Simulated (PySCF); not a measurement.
# Polarisability and C₆ of La (lanthanum, neutral)

[Xe] 5d1 6s2, 2D determinant. Calculation: PySCF 2.14, in ANO-RCC-VTZP (8s7p5d3f2g1h, 104 functions); scalar relativity by spin-free X2C-1e. Coupled (time-dependent) response in atomic units; α is the mean over directions. The basis has no added diffuse functions, which lowers α and C₆.

```csv
method,mean α (bohr³),"α xx, yy, zz",C₆ (like pair),S(−4)
BHandHLYP,202.5,"196.8, 196.8, 214.1",3578,18990
```

S(−4) is the Cauchy moment in α(ω) = α(0) + S(−4) ω² + …

Reference α: 215 ± 20 bohr³ (recommended; Schwerdtfeger and Nagle, table of static dipole polarizabilities (2023 update)). Published C₆: 3730 (Gould and Bucko (2016)).

Spin-orbit coupling is absent.

α(iu) at BHandHLYP:

```csv
u (hartree),α(iu) (bohr³)
0,202.5
0.0500,165.5
0.100,110.9
0.200,53.80
0.300,32.50
0.500,17.05
0.750,10.21
1.00,7.004
1.50,3.967
2.00,2.586
3.00,1.387
5.00,0.6189
```

A single London oscillator, α(iu) = α/(1 + u²/ω²), gives C₆ = (3/4) ω α². Matching the computed C₆ needs ω = 4 × 3578 / (3 × 202.5²) = 0.116 hartree.

The components differ because the open shell of this determinant is not spherical; for a pure term their mean is the scalar polarisability.

⟨L²⟩ = 7.58 against 6 for a pure D term, so this real determinant mixes terms. Spin-orbit coupling, absent here, splits the open shell strongly. ⟨S²⟩ = 1.18 against 0.75 shows spin contamination. The s, p, d and f populations moved away from the nominal configuration during the SCF.
